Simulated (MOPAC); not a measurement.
MOPAC input (AM1):

```
AM1 1SCF GEO-OK AUX(PRECISION=9) THREADS=1
C5H12O

C    -2.03547556 1    0.94955622 1    0.71038592 1
C    -0.90105500 1   -0.06931218 1    0.59700011 1
C    -1.40801579 1   -1.36764907 1   -0.03507420 1
C     0.27823015 1    0.53577642 1   -0.17267887 1
C     1.51620223 1   -0.33898805 1   -0.21774298 1
O     2.56000232 1    0.41141247 1   -0.83792778 1
H    -2.41792305 1    1.21308519 1   -0.27958611 1
H    -1.69666404 1    1.86910913 1    1.19169335 1
H    -2.86817573 1    0.55016869 1    1.29295441 1
H    -0.55537761 1   -0.30021669 1    1.61213747 1
H    -2.27217484 1   -1.75345977 1    0.50955945 1
H    -1.71679935 1   -1.19598663 1   -1.07023674 1
H    -0.64668718 1   -2.14879443 1   -0.03953189 1
H    -0.03040691 1    0.76416450 1   -1.19804411 1
H     0.56082980 1    1.48654128 1    0.28768705 1
H     1.80252784 1   -0.62818616 1    0.80260964 1
H     1.32152264 1   -1.25712694 1   -0.78288409 1
H     3.33999389 1   -0.14689819 1   -0.91427607 1
```

Output:

```
 *******************************************************************************
 **                                                                           **
 **                              MOPAC v23.2.5                                **
 **                                                                           **
 *******************************************************************************
 ** MOPAC's Digital Object Identifier: https://doi.org/10.5281/zenodo.6511958 **
 **                                                                           **
 ** Please cite the open-source release paper for use of this MOPAC version:  **
 ** J. E. Moussa and J. J. P. Stewart (2026)                                  **
 ** MOPAC: An open-source semiempirical molecular orbital program             **
 ** J. Open Source Softw., 11(119), 8025, https://doi.org/10.21105/joss.08025 **
 *******************************************************************************

                              AM1 CALCULATION RESULTS

 *******************************************************************************
 *  AM1        - The AM1 Hamiltonian to be used
 *  GEO-OK     - OVERRIDE INTERATOMIC DISTANCE AND OTHER SAFETY CHECKS
 *  1SCF       - DO 1 SCF AND THEN STOP
 *  AUX        - OUTPUT AUXILIARY INFORMATION
 *******************************************************************************
AM1 1SCF GEO-OK AUX(PRECISION=9) THREADS=1
 C5H12O

   ATOM   CHEMICAL          X               Y               Z
  NUMBER   SYMBOL      (ANGSTROMS)     (ANGSTROMS)     (ANGSTROMS)

     1       C         -2.03547556  *   0.94955622  *   0.71038592  *
     2       C         -0.90105500  *  -0.06931218  *   0.59700011  *
     3       C         -1.40801579  *  -1.36764907  *  -0.03507420  *
     4       C          0.27823015  *   0.53577642  *  -0.17267887  *
     5       C          1.51620223  *  -0.33898805  *  -0.21774298  *
     6       O          2.56000232  *   0.41141247  *  -0.83792778  *
     7       H         -2.41792305  *   1.21308519  *  -0.27958611  *
     8       H         -1.69666404  *   1.86910913  *   1.19169335  *
     9       H         -2.86817573  *   0.55016869  *   1.29295441  *
    10       H         -0.55537761  *  -0.30021669  *   1.61213747  *
    11       H         -2.27217484  *  -1.75345977  *   0.50955945  *
    12       H         -1.71679935  *  -1.19598663  *  -1.07023674  *
    13       H         -0.64668718  *  -2.14879443  *  -0.03953189  *
    14       H         -0.03040691  *   0.76416450  *  -1.19804411  *
    15       H          0.56082980  *   1.48654128  *   0.28768705  *
    16       H          1.80252784  *  -0.62818616  *   0.80260964  *
    17       H          1.32152264  *  -1.25712694  *  -0.78288409  *
    18       H          3.33999389  *  -0.14689819  *  -0.91427607  *

          CARTESIAN COORDINATES

    NO.       ATOM           X           Y           Z

     1         C         -2.0355      0.9496      0.7104
     2         C         -0.9011     -0.0693      0.5970
     3         C         -1.4080     -1.3676     -0.0351
     4         C          0.2782      0.5358     -0.1727
     5         C          1.5162     -0.3390     -0.2177
     6         O          2.5600      0.4114     -0.8379
     7         H         -2.4179      1.2131     -0.2796
     8         H         -1.6967      1.8691      1.1917
     9         H         -2.8682      0.5502      1.2930
    10         H         -0.5554     -0.3002      1.6121
    11         H         -2.2722     -1.7535      0.5096
    12         H         -1.7168     -1.1960     -1.0702
    13         H         -0.6467     -2.1488     -0.0395
    14         H         -0.0304      0.7642     -1.1980
    15         H          0.5608      1.4865      0.2877
    16         H          1.8025     -0.6282      0.8026
    17         H          1.3215     -1.2571     -0.7829
    18         H          3.3400     -0.1469     -0.9143

  H: (AM1): M.J.S. DEWAR ET AL, J. AM. CHEM. SOC. 107 3902-3909 (1985)
  C: (AM1): M.J.S. DEWAR ET AL, J. AM. CHEM. SOC. 107 3902-3909 (1985)
  O: (AM1): M.J.S. DEWAR ET AL, J. AM. CHEM. SOC. 107 3902-3909 (1985)

           Empirical Formula: C5 H12 O  =    18 atoms

      MOLECULAR POINT GROUP   :   C1

      RHF CALCULATION, NO. OF DOUBLY OCCUPIED LEVELS = 19

 -------------------------------------------------------------------------------
 AM1 1SCF GEO-OK AUX(PRECISION=9) THREADS=1
 C5H12O

     1SCF WAS SPECIFIED, SO BFGS WAS NOT USED
     SCF FIELD WAS ACHIEVED

                              AM1 CALCULATION
                                                       MOPAC v23.2.5 Linux

          FINAL HEAT OF FORMATION =        -76.40159 KCAL/MOL =    -319.66426 KJ/MOL

          COSMO AREA              =        142.70 SQUARE ANGSTROMS
          COSMO VOLUME            =        134.15 CUBIC ANGSTROMS

          IONIZATION POTENTIAL    =         10.864818 EV
          HOMO LUMO ENERGIES (EV) =        -10.865  3.253
          NO. OF FILLED LEVELS    =         19
          MOLECULAR WEIGHT        =         88.1492         POINT GROUP:  C1

          MOLECULAR DIMENSIONS (Angstroms)

            Atom       Atom       Distance
            H    18    H     9     6.62564
            H     8    H    13     3.93212
            H    14    H    16     2.70749

          SCF CALCULATIONS        =          1

   ATOM   CHEMICAL          X               Y               Z
  NUMBER   SYMBOL      (ANGSTROMS)     (ANGSTROMS)     (ANGSTROMS)

     1       C         -2.03547556  *   0.94955622  *   0.71038592  *
     2       C         -0.90105500  *  -0.06931218  *   0.59700011  *
     3       C         -1.40801579  *  -1.36764907  *  -0.03507420  *
     4       C          0.27823015  *   0.53577642  *  -0.17267887  *
     5       C          1.51620223  *  -0.33898805  *  -0.21774298  *
     6       O          2.56000232  *   0.41141247  *  -0.83792778  *
     7       H         -2.41792305  *   1.21308519  *  -0.27958611  *
     8       H         -1.69666404  *   1.86910913  *   1.19169335  *
     9       H         -2.86817573  *   0.55016869  *   1.29295441  *
    10       H         -0.55537761  *  -0.30021669  *   1.61213747  *
    11       H         -2.27217484  *  -1.75345977  *   0.50955945  *
    12       H         -1.71679935  *  -1.19598663  *  -1.07023674  *
    13       H         -0.64668718  *  -2.14879443  *  -0.03953189  *
    14       H         -0.03040691  *   0.76416450  *  -1.19804411  *
    15       H          0.56082980  *   1.48654128  *   0.28768705  *
    16       H          1.80252784  *  -0.62818616  *   0.80260964  *
    17       H          1.32152264  *  -1.25712694  *  -0.78288409  *
    18       H          3.33999389  *  -0.14689819  *  -0.91427607  *

                             CARTESIAN COORDINATES

   1    C       -2.035475560     0.949556220     0.710385920
   2    C       -0.901055000    -0.069312180     0.597000110
   3    C       -1.408015790    -1.367649070    -0.035074200
   4    C        0.278230150     0.535776420    -0.172678870
   5    C        1.516202230    -0.338988050    -0.217742980
   6    O        2.560002320     0.411412470    -0.837927780
   7    H       -2.417923050     1.213085190    -0.279586110
   8    H       -1.696664040     1.869109130     1.191693350
   9    H       -2.868175730     0.550168690     1.292954410
  10    H       -0.555377610    -0.300216690     1.612137470
  11    H       -2.272174840    -1.753459770     0.509559450
  12    H       -1.716799350    -1.195986630    -1.070236740
  13    H       -0.646687180    -2.148794430    -0.039531890
  14    H       -0.030406910     0.764164500    -1.198044110
  15    H        0.560829800     1.486541280     0.287687050
  16    H        1.802527840    -0.628186160     0.802609640
  17    H        1.321522640    -1.257126940    -0.782884090
  18    H        3.339993890    -0.146898190    -0.914276070

           Empirical Formula: C5 H12 O  =    18 atoms

      MOLECULAR POINT GROUP   :   C1

                  EIGENVALUES
 -38.54921 -36.42440 -30.23855 -28.19582 -23.99173 -20.94428 -18.23306 -16.55216
 -15.56846 -15.01195 -14.77368 -13.74328 -13.11247 -12.74435 -12.48181 -11.90980
 -11.74810 -11.44358 -10.86482   3.25278   3.80110   3.93416   4.15276   4.17338
   4.38917   4.55680   4.63604   4.69960   4.82423   4.91507   5.05770   5.09727
   5.24969   5.34691   5.40419   6.36883

              NET ATOMIC CHARGES AND DIPOLE CONTRIBUTIONS

  ATOM NO.   TYPE          CHARGE      No. of ELECS.   s-Pop       p-Pop
    1          C          -0.204495        4.2045     1.21770     2.98679
    2          C          -0.099040        4.0990     1.20784     2.89120
    3          C          -0.206401        4.2064     1.21789     2.98851
    4          C          -0.159334        4.1593     1.21325     2.94609
    5          C          -0.009797        4.0098     1.21942     2.79038
    6          O          -0.336019        6.3360     1.87039     4.46563
    7          H           0.072415        0.9276     0.92758
    8          H           0.073812        0.9262     0.92619
    9          H           0.072826        0.9272     0.92717
   10          H           0.081989        0.9180     0.91801
   11          H           0.072246        0.9278     0.92775
   12          H           0.072866        0.9271     0.92713
   13          H           0.069877        0.9301     0.93012
   14          H           0.090157        0.9098     0.90984
   15          H           0.093032        0.9070     0.90697
   16          H           0.057105        0.9429     0.94290
   17          H           0.058287        0.9417     0.94171
   18          H           0.200473        0.7995     0.79953
 DIPOLE           X         Y         Z       TOTAL
 POINT-CHG.    -0.545    -0.862     0.480     1.127
 HYBRID         0.338    -0.547     0.053     0.645
 SUM           -0.207    -1.409     0.532     1.520

          ATOMIC ORBITAL ELECTRON POPULATIONS

     Atom    s        px        py        pz
    1  C   1.21770   0.97810   0.98676   1.02194
    2  C   1.20784   0.94652   0.94918   0.99550
    3  C   1.21789   1.01124   0.96473   1.01254
    4  C   1.21325   0.92782   0.99552   1.02274
    5  C   1.21942   0.88827   0.93952   0.96259
    6  O   1.87039   1.23994   1.39613   1.82957
    7  H   0.92758
    8  H   0.92619
    9  H   0.92717
   10  H   0.91801
   11  H   0.92775
   12  H   0.92713
   13  H   0.93012
   14  H   0.90984
   15  H   0.90697
   16  H   0.94290
   17  H   0.94171
   18  H   0.79953

 **********************
 *                    *
 * JOB ENDED NORMALLY *
 *                    *
 **********************

 == MOPAC DONE ==
```

The geometry given is a B3LYP-D3(BJ)/def2-TZVP minimum.
